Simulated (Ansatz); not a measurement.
The cluster As₃P₂⁺. The state is a singlet with charge 1. Geometry PBE-D4/def2-SVP; atoms count from 1.

```tsv
atom	x (Å)	y (Å)	z (Å)
P1	-0.664	-0.788	-0.989
P2	0.285	-1.201	1.110
As3	1.673	-0.155	-0.460
As4	-1.316	0.506	1.022
As5	0.023	1.637	-0.684
```

Another isomer (singlet) lies 0.20 eV lower at PBE0-D4/def2-TZVP; other spin states weren't run for this one.

**Question.** Estimate the Mulliken populations from the PBE0/def2-TZVP orbitals of Ansatz.

**Answer.** 
```json
{"atom": "P1", "charge (e)": "0.09"}
{"atom": "P2", "charge (e)": "0.09"}
{"atom": "As3", "charge (e)": "0.29"}
{"atom": "As4", "charge (e)": "0.29"}
{"atom": "As5", "charge (e)": "0.24"}
```
Mulliken values depend strongly on the basis.

**Question.** And the Mayer bond orders between heavy atoms (over 0.3)?

**Answer.** P1–P2 0.86 (2.34 Å); P1–As3 0.77 (2.48 Å); P1–As4 0.77 (2.48 Å); P1–As5 0.74 (2.54 Å); P2–As3 1.04 (2.34 Å); P2–As4 1.04 (2.34 Å); As3–As5 1.05 (2.45 Å); As4–As5 1.05 (2.45 Å).
